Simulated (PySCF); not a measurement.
## How methods differ on the excitation energy of Xe

Xe [Xe] (1S) → Xe [Kr] 4d10 5s1 5p6 5d1 (3D), as a difference of total energies. All numbers are calculated (PySCF 2.14, scalar relativity by spin-free X2C-1e, in aug-cc-pwCVTZ-DK3 with one added diffuse shell each of s, p, d, f type (11s10p8d5f1g, 125 functions)). The calculations carry no spin-orbit coupling.

| method | excitation energy (cm⁻¹) |
| --- | --- |
| UHF | 198950 |
| wB97M-V | 187340 |
| BHandHLYP | 190630 |
| wB97X | 189070 |

The upper state lies above the first ionisation limit, where it may autoionise and the basis confines it.

The promoted electron is Rydberg-like, and one or two diffuse shells describe it only roughly, which tends to raise the upper state.
